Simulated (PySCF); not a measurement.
trans-Hf(PH3)2Br4 (singlet state).
SMILES: `[PH3]->[Hf](<-[PH3])([Br])([Br])([Br])[Br]`

A linear-response calculation (PySCF, def2-SVPD basis, gas phase, vertical, core orbitals frozen in the response) gave these numbers; the functional is withheld.

Orbital energies (eV): HOMO-3 -7.70, HOMO-2 -7.63, HOMO-1 -7.63, HOMO -7.17, LUMO -2.68, LUMO+1 -2.65, LUMO+2 -1.96.

```csv
state,E (eV),f,"main configurations (H = HOMO, L = LUMO)"
S1,3.54,0.0012,H→L (99%)
S2,3.57,0.0010,H→L+1 (99%)
S3,3.94,0.0000,"H-2/H-1→L (≥87%), H-2/H-1→L+1 (≥9%)"
S4,3.98,0.0001,"H-2/H-1→L+1 (≥67%), H-2/H-1→L (≥30%)"
S5,3.99,0.0001,"H-2/H-1→L (≥54%), H-2/H-1→L+1 (≥38%)"
S6,4.03,0.0019,"H-2/H-1→L+1 (≥71%), H-2/H-1→L (≥20%)"
```

Triplets, Tamm–Dancoff:

```csv
state,E (eV),λ (nm),"main configurations (H = HOMO, L = LUMO)"
T1,3.45,359.0,H→L (99%)
T2,3.48,356.2,H→L+1 (99%)
T3,3.83,323.5,"H-3→L (69%), H-4→L (26%)"
T4,3.86,321.5,"H-3→L+1 (60%), H-4→L+1 (18%), H-2/H-1→L (≥10%)"
```

Vertical ionisation energy by ΔSCF with the same functional: 8.87 eV. Mean static polarisability: 197.1 au.

Orbitals of the list HOMO-3 to LUMO+2 that lie within 0.01 eV of each other are written together with a slash and their weights summed (≥ marks a lower bound); for degenerate orbitals outside that list single weights are arbitrary.

Problem. Name the functional.
A. PBE
B. CAM-B3LYP
C. HF
D. B3LYP

Solution. D. B3LYP is a global hybrid with 20% exact exchange. In this run −ε(HOMO) = 7.17 eV differs from the ΔSCF value by -1.70 eV, and S1 differs from the orbital gap of 4.49 eV by -0.95 eV. The ratio −ε(HOMO)/IP is 0.81. Usual ranges for neutral molecules in this basis: 0.67 to 0.83 with B3LYP, 0.5 to 0.7 with PBE, 0.85 to 0.93 with CAM-B3LYP; Hartree–Fock can't fall below 1, since the ion's relaxation only lowers the ΔSCF value.

The calculation used TDDFT B3LYP/def2-SVPD, vertical, gas phase, core orbitals frozen in the response, def2 core potentials past Kr in PySCF. Geometry: PBE0-D3(BJ)/def2-SVP; no solvent, vibrations or thermal averaging. Spin–orbit coupling is left out.

Hardware: an AMD EPYC with one thread, no GPU (shared host). Cost: 28 min (grids of density and orbitals included), 1.7 GiB resident at most.
